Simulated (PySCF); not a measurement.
H3Si, SMILES [SiH3-], charge -1. Atoms are numbered in the order given.

```xyz
4

Si     0.0000     0.0000    -0.1460
H      1.1303    -0.6526     0.6812
H      0.0000     1.3052     0.6812
H     -1.1303    -0.6526     0.6812
```
Charge -1, spin multiplicity 1.

Geometry optimised at PBE0-D3(BJ)/def2-TZVPD.

Calculation: CAM-B3LYP/def2-TZVPD (PySCF).

Computed frontier levels, gap, dipole moment and polarisability:
- highest occupied level: -0.95 eV
- lowest empty level: 5.25 eV
- orbital gap: 6.20 eV
- dipole moment about the centre of nuclear charge: 0.062 e·Å
- mean static polarisability: 66.3 bohr³ (9.83 Å³)
- polarisability, principal values: 61.0, 61.0, 77.0 bohr³
